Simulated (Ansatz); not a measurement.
Task: Name a neutral molecule of Cl, F, O, W with LUMO energy (ωB97M-V/def2-TZVPP) between -0.90 and -0.60 eV and LUMO energy (PBE0/def2-TZVPP) between -3.20 and -2.90 eV (Ansatz, PBE0-D4/def2-TZVP geometry).

Result: `[O]=[W](=[O])([F])[Cl]` (-0.80 eV, -2.94 eV). Other molecules can fit too; these were computed, each in one conformer that needn't be the lowest.
